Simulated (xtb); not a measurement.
C4H7 (SMILES [CH2]C(=C)C), doublet, geometry from GFN2-xTB, atoms displaced at random by about 0.05 Å a coordinate; GFN2-xTB in xtb.

The xtb input:
```
$ xtb mol.xyz --gfn 2 --uhf 1 --opt --json

# file mol.xyz
11

C     -0.26751524     0.18110679     1.35381709
C     -0.09972121     0.06357821     0.05997817
H     -0.37850648     1.02502955     1.84506652
H     -0.21238982    -0.79867122     1.99637034
C      0.02189937     1.23478653    -0.73046665
H      0.15540558     1.18739802    -1.85459011
H     -0.03486760     2.10970467    -0.31468044
C      0.16724353    -1.21481686    -0.66955679
H      0.37670333    -2.00328128     0.10954920
H     -0.84117079    -1.60642448    -1.05743195
H      0.94140970    -1.24656778    -1.35405321
```

It wrote (shortened):

```
   ID    Z sym.   atoms
    1    6 C      1, 2, 5, 8
    2    1 H      3, 4, 6, 7, 9-11

           -------------------------------------------------
          |                Calculation Setup                |
           -------------------------------------------------

           -------------------------------------------------
          |                 G F N 2 - x T B                 |
           -------------------------------------------------

          ...................................................
          :                      SETUP                      :
          :.................................................:
          :  # basis functions                  23          :
          :  # atomic orbitals                  23          :
          :  # shells                           15          :
          :  # electrons                        23          :
          :  max. iterations                   250          :
          :  Hamiltonian                  GFN2-xTB          :
          :  restarted?                      false          :
          :  GBSA solvation                  false          :
          :  PC potential                    false          :
          :  electronic temp.          300.0000000     K    :
          :  accuracy                    1.0000000          :
          :  -> integral cutoff          0.2500000E+02      :
          :  -> integral neglect         0.1000000E-07      :
          :  -> SCF convergence          0.1000000E-05 Eh   :
          :  -> wf. convergence          0.1000000E-03 e    :
          :  Broyden damping             0.4000000          :
          :  net charge                          0          :
          :  unpaired electrons                  1          :
          ...................................................

 iter      E             dE          RMSdq      gap      omega  full diag
   1    -12.2295920 -0.122296E+02  0.404E+00    4.60       0.0  T
   2    -12.2511241 -0.215321E-01  0.245E+00    4.22       1.0  T
   3    -12.2498230  0.130105E-02  0.978E-01    4.59       1.0  T
   4    -12.2524161 -0.259309E-02  0.342E-01    4.28       1.0  T
   5    -12.2529798 -0.563685E-03  0.171E-01    4.37       1.0  T
   6    -12.2532598 -0.280041E-03  0.437E-02    4.36       1.0  T
   7    -12.2532610 -0.117222E-05  0.110E-02    4.36       2.7  T
   8    -12.2532611 -0.140855E-06  0.175E-03    4.36      17.3  T
   9    -12.2532612 -0.399830E-08  0.350E-04    4.36      86.3  T
[...]
         :: total energy             -12.003190047084 Eh    ::
 * total energy  :   -12.0031900 Eh     change       -0.8325785E-11 Eh
 * total energy  :   -12.0349073 Eh     change       -0.3171727E-01 Eh
 * total energy  :   -12.0388236 Eh     change       -0.3916316E-02 Eh
 * total energy  :   -12.0390909 Eh     change       -0.2672402E-03 Eh
 * total energy  :   -12.0391640 Eh     change       -0.7309065E-04 Eh
 * total energy  :   -12.0391847 Eh     change       -0.2070442E-04 Eh
 * total energy  :   -12.0391913 Eh     change       -0.6601286E-05 Eh
 * total energy  :   -12.0391931 Eh     change       -0.1793950E-05 Eh
   *** GEOMETRY OPTIMIZATION CONVERGED AFTER 8 ITERATIONS ***
         :: total energy             -12.039193067505 Eh    ::
[...]
     7   1 H        0.926     0.037     2.484     2.465
     8   6 C        3.761    -0.111    22.665     6.787
     9   1 H        0.925     0.042     2.427     2.436
    10   1 H        0.925     0.045     2.381     2.413
    11   1 H        0.925     0.043     2.407     2.426

 Mol. C6AA /au·bohr⁶  :       1021.581105
 Mol. C8AA /au·bohr⁸  :      22820.824652
 Mol. α(0) /au        :         50.600680

Wiberg/Mayer (AO) data.
largest (>0.10) Wiberg bond orders for each atom

 ---------------------------------------------------------------------------
     #   Z sym  total        # sym  WBO       # sym  WBO       # sym  WBO
 ---------------------------------------------------------------------------
     1   6 C    3.746 --     2 C    1.489     4 H    0.981     3 H    0.980
                             5 C    0.253
     2   6 C    3.990 --     1 C    1.489     5 C    1.479     8 C    1.014
     3   1 H    0.999 --     1 C    0.980
     4   1 H    0.999 --     1 C    0.981
     5   6 C    3.734 --     2 C    1.479     6 H    0.982     7 H    0.980
                             1 C    0.253
     6   1 H    0.999 --     5 C    0.982
     7   1 H    0.999 --     5 C    0.980
     8   6 C    3.997 --     2 C    1.014     9 H    0.985    11 H    0.981
                            10 H    0.972
     9   1 H    0.998 --     8 C    0.985
    10   1 H    0.998 --     8 C    0.972
    11   1 H    0.998 --     8 C    0.981
 ---------------------------------------------------------------------------

Topologies differ in total number of bonds
Writing topology from bond orders to xtbtopo.mol

molecular dipole:
                 x           y           z       tot (Debye)
 q only:        0.008      -0.119      -0.066
   full:       -0.001      -0.125      -0.076       0.371
molecular quadrupole (traceless):
                xx          xy          yy          xz          yz          zz
 q only:       -0.748      -0.073       0.542      -0.139       0.240       0.206
  q+dip:       -2.659      -0.180       1.309      -0.577      -0.005       1.350
   full:       -1.409      -0.101       0.811      -0.284       0.182       0.598

optimized geometry written to: xtbopt.xyz

           -------------------------------------------------
          | TOTAL ENERGY              -12.039193067505 Eh   |
          | GRADIENT NORM               0.000227292974 Eh/α |
          | HOMO-LUMO GAP               4.258442889079 eV   |
           -------------------------------------------------
```
